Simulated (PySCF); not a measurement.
Problem. Write Cartesian coordinates for `C#[C][Ga]([F])[O]C` as optimised with PBE0-D3(BJ)/def2-SVP.

Solution. 
```xyz
10
C3H4FGaO angstrom
C      3.349    0.608   -0.577
C      2.148    0.556   -0.392
Ga     0.285    0.486   -0.125
F     -0.779    1.650   -0.884
O     -0.529   -0.716    0.871
C     -1.917   -0.788    1.065
H      4.412    0.651   -0.741
H     -2.472    0.012    0.545
H     -2.149   -0.720    2.142
H     -2.298   -1.759    0.703
```

Orientation and origin are arbitrary. Atoms count from 1 in this order. Of the pairs four or more bonds apart, F4···H8 is among the closest relative to their van der Waals radii: 2.76 Å, 103 % of the sum of Bondi's values. Ga3 (gallium bonded to C, F and O) is planar (angles 124.3°, 121.0° and 114.7°, sum 360.0°, 0.00 Å off the plane of its three neighbours). O5 (oxygen bonded to C and Ga) is bent (angle 124.8°). The 6 heavy atoms lie in one plane (0.005 Å rms).

Bonds between heavy atoms (Å): C1≡C2 1.217, C2–Ga3 1.883, Ga3–F4 1.751, Ga3–O5 1.760, O5–C6 1.403.

Method: PBE0-D3(BJ)/def2-SVP geometry optimisation, gas phase (PySCF 2.14.0).

Point group: Cs (tolerance 0.08 Å). PBE0-D3(BJ)/def2-SVP frequencies: not computed here. One conformer, not necessarily the lowest (C2–Ga3–O5–C6 -179°).

The run took 45 s wall on one thread of an Arm Neoverse V1, no GPU, shared host with 32 logical CPUs at a one-minute load of 16, and the process peaked at 0.50 GiB of memory. That covers the optimisation of the geometry.
